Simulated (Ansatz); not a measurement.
Cost and result up the ladder for Al4As4H14, a cluster cut from wurtzite AlAs (hydrogen-capped) (22 atoms). The state is a singlet with charge 0. Geometry: r2SCAN-D4/def2-SVP.

Cartesian coordinates in Å:
```
Al -2.062 0.107 1.926
As 0.048 1.589 1.909
Al 0.369 -2.799 0.067
As -1.546 -1.212 -0.128
As 2.247 -1.040 0.213
Al 1.798 1.408 0.148
Al -1.675 0.055 -2.273
As 0.390 1.553 -1.900
H -1.902 -0.760 3.252
H -3.248 1.143 1.690
H 0.799 1.512 3.215
H -0.298 3.057 1.967
H 0.414 -3.512 1.490
H 0.665 -3.553 -1.304
H -2.735 -2.144 -0.226
H 3.112 -1.245 1.432
H 3.316 -1.269 -0.828
H 3.044 2.384 0.251
H -2.889 1.086 -2.289
H -1.265 -0.841 -3.524
H 0.053 3.018 -2.039
H 1.362 1.465 -3.051
```

Ansatz on 2 threads of AMD EPYC 7R13 on a shared host and a share (18 GiB) of an NVIDIA H100 80GB HBM3. Times are rough, and most runs start from the orbitals of an earlier one. PBE0-D4/def2-TZVP serves as the yardstick here, not as an exact answer. Differences are given only for rows in sets of like size (and for xTB, whose basis is part of the method), since another set adds its own error. Binding counts from free atoms at the same level (Al doublet, As quartet, H doublet; other spins of the atoms weren't run), without zero-point energy or a counterpoise term.

Single mean-field runs in def2-TZVP are fitted with def2-universal-jkfit.

| level | functions | wall time |
| --- | --- | --- |
| PBE-D4/def2-TZVP | 424 | 3.4 s |
| PBE-D4/def2-SVP | 270 | 3.4 s |
| PBE0-D4/def2-SVP | 270 | 4.2 s |
| PBE0-D4/def2-TZVP (with forces) | 424 | 6 s |
| r2SCAN-D4/def2-TZVP | 424 | 6.5 s |

Estimate what each level gives for the binding energy per atom (eV).


| level | binding energy per atom (eV) | difference from PBE0-D4/def2-TZVP (eV) |
| --- | --- | --- |
| PBE-D4/def2-TZVP | 2.62 | 0.01 |
| PBE-D4/def2-SVP | 2.63 | – |
| PBE0-D4/def2-SVP | 2.62 | – |
| PBE0-D4/def2-TZVP (with forces) | 2.61 | 0.00 |
| r2SCAN-D4/def2-TZVP | 2.66 | 0.04 |
